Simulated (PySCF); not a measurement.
# Correlation energy of Ge (germanium, neutral)

[Ar] 3d10 4s1 4p2 5s1, high-spin 5P determinant (an excited configuration). All numbers are calculated (PySCF 2.14, a scalar-relativistic core potential, in aug-cc-pVDZ-PP with ECP10MDF). Frozen: 3s2 3p6 3d10; 4 electrons correlated.

```json
{"level": "CCSD", "correlation energy (mhartree)": "-18.00"}
{"level": "(T)", "correlation energy (mhartree)": "-0.12"}
{"level": "CCSD(T)", "correlation energy (mhartree)": "-18.12"}
{"level": "CCSDT", "correlation energy (mhartree)": "-18.18"}
{"level": "FCI", "correlation energy (mhartree)": "-18.18"}
```

Diagnostics: T1 = 0.0074, D1 = 0.0179, largest double amplitude 0.035, weight of the Hartree-Fock determinant in FCI 0.9768 (8855 determinants).

Question: Is a single reference adequate?

Answer: Yes, within this model without spin-orbit coupling: T1 lies below 0.03 and no double amplitude reaches 0.07.
